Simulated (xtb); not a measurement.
xtb input (GFN2-xTB):

```bash
xtb mol.xyz --gfn 2 --ohess tight --chrg -1 --uhf 0
```
mol.xyz:
```
12

Si    -0.97676633    -1.07033660    -1.10704678
N      0.05765887    -0.08778887    -0.10489272
C      0.43806871     1.23381686    -0.57709076
H      0.58527868     1.23785303    -1.69319947
H     -0.25506478     1.96797917    -0.25514667
H      1.42196204     1.52466189    -0.15168159
C      0.48791927    -0.55293574     1.21339009
H      0.59650003     0.25577922     1.93830568
H     -0.25439585    -1.25203299     1.64205394
H      1.41421031    -1.09108220     1.16385289
H     -1.78633822    -0.20537487    -1.92504970
H     -1.82121126    -1.91345980    -0.20199659
```

End of the output:

```
   ------------------------------------------------------------------------

         :::::::::::::::::::::::::::::::::::::::::::::::::::::
         ::                  THERMODYNAMIC                  ::
         :::::::::::::::::::::::::::::::::::::::::::::::::::::
         :: total free energy         -13.070053809743 Eh   ::
         ::.................................................::
         :: total energy              -13.133936224409 Eh   ::
         :: zero point energy           0.092607617051 Eh   ::
         :: G(RRHO) w/o ZPVE           -0.028725202385 Eh   ::
         :: G(RRHO) contrib.            0.063882414665 Eh   ::
         :::::::::::::::::::::::::::::::::::::::::::::::::::::

optimized geometry written to: xtbopt.xyz

           -------------------------------------------------
          | TOTAL ENERGY              -13.133936224409 Eh   |
          | TOTAL ENTHALPY            -13.034185022368 Eh   |
          | TOTAL FREE ENERGY         -13.070053809743 Eh   |
          | GRADIENT NORM               0.000132554949 Eh/α |
          | HOMO-LUMO GAP               3.812049825208 eV   |
           -------------------------------------------------

------------------------------------------------------------------------
------------------------------------------------------------------------
 total:
 SCF:
 ANC optimizer:
Note: The following floating-point exceptions are signalling: IEEE_UNDERFLOW_FLAG IEEE_DENORMAL
normal termination of xtb
 analytical hessian:
```

It need not be the lowest isomer of its formula. Whether it binds its extra electron was not tested at this geometry.
